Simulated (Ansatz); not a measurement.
Geometry optimisation, Ansatz 0.2.0, RHF/def2-SVP.

The input (input.yaml):

```yaml
crystal:
  periodic: [false, false, false]
  atoms:
    - { symbol: Ga, position_ang: [0.072333, -0.249818, 0.212243] }
    - { symbol: H, position_ang: [0.527685, -0.920755, 1.530431] }
    - { symbol: "N", position_ang: [1.873328, 0.182489, -0.014134] }
    - { symbol: H, position_ang: [2.485124, -0.150359, 0.70337] }
    - { symbol: H, position_ang: [2.378947, 0.689021, -0.716283] }
    - { symbol: "N", position_ang: [-1.372333, 0.070937, -0.81225] }
    - { symbol: H, position_ang: [-2.309867, -0.168871, -0.562194] }
    - { symbol: H, position_ang: [-1.336416, 0.547357, -1.690683] }
basis:
  gaussian: { orbitals: def2-SVP }
hamiltonian:
  xc: hf
relax:
  f_tol: 0.03
  max_steps: 50
```

Run as:

```bash
$ ansatz run input.yaml --threads 1 --pin off --max-ram 2048MiB --backend cpu --events-out ev --progress --plain --runs-dir out
```

Problem. Where does it end, and by what steps?

Solution. It converged. After 6 steps the energy has fallen by 0.703 eV; H2 moved furthest, 0.66 Å.

```csv
step,energy less start (eV),largest force component (eV/Å),accepted
0,0.0000,2.066,yes
1,-0.3797,1.203,yes
2,-0.5724,0.476,yes
3,-0.6675,0.979,yes
4,-0.7006,0.151,yes
5,-0.7022,0.049,yes
6,-0.7029,0.004,yes
```

```xyz
8
Properties=species:S:1:pos:R:3
Ga 0.183 -0.328 0.383
H -0.073 -1.117 1.709
N 1.859 0.209 -0.078
H 2.674 0.034 0.474
H 2.092 0.716 -0.909
N -1.186 0.079 -0.744
H -2.139 -0.173 -0.579
H -1.091 0.580 -1.605
```

Run time: 9.9 s on 1 thread of Intel(R) Xeon(R) Platinum 8488C (Sapphire Rapids) (shared host), peak memory 0.18 GiB.
